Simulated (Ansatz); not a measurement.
Isolated molecules relaxed with PBE0-D4/def2-TZVP in Ansatz; ΔE leaves out vibrations. CBS: MP2 limit from def2 TZ/QZ plus the TZ coupled-cluster correction, frozen cores. This one scheme is used for every species. DFT in def2-TZVPP. One conformer a species, not always the lowest.

Reaction (ligand exchange at a B–N bond): `CNB(C)N` + HCl → `CB(N)Cl` + CH₃NH₂

| level | ΔE (kJ/mol) |
| --- | --- |
| PBE-D4 | -5.4 |
| PBE0-D4 | -4.8 |
| ωB97M-V | -3.8 |
| B2PLYP | -5.7 |
| HF/def2-TZVPP | -10.4 |
| MP2/def2-TZVPP | -4.5 |
| HF/CBS(def2) | -9.6 |
| MP2/CBS(def2) | -5.3 |

Question: What does CCSD(T)/CBS give? (Best estimate.)

Answer: Ansatz gave: -3.0 kJ/mol. The listed levels differ from it by -2.4, -1.8, -0.8, -2.7, -7.4, -1.5, -6.6, -2.3 kJ/mol.

Largest T1 diagnostic among the species: 0.010.

The D4 term adds +4.3 kJ/mol with B3LYP and +2.7 kJ/mol with PBE0; it sums over pairs of atoms, weighted by their polarisabilities, and B3LYP, whose exchange is more repulsive, gets the larger term. In def2-TZVPP, CCSD(T) changes the Hartree–Fock value by +8.3 kJ/mol (the triples alone add −0.2 kJ/mol) and MP2 by +5.9 kJ/mol.

B3LYP here is the variant with VWN-RPA as its local correlation; programs differ in this.
